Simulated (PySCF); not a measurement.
Vertical excitations of a molecule C2H6ClNSi from PySCF with TDA-PBE/def2-SVPD, as energy in eV (oscillator strength): 4.81 (0.005), 5.61 (0.004), 5.95 (0.002), 6.52 (0.007), 6.55 (0.042), 6.75 (0.013), 6.85 (0.171), 7.13 (0.030), 7.16 (0.017), 7.27 (0.011). Lowest triplet (TDA): 4.30 eV. Geometry: PBE0-D3(BJ)/def2-SVP. One conformer was computed; it need not be the lowest.

**Question.** Which molecule gave these data?
A. C/C=N/[SiH2]Cl
B. Cl[SiH]1CNC1
C. C/N=C\[SiH2]Cl
D. C=C[SiH](N)Cl

**Answer.** D, C=C[SiH](N)Cl
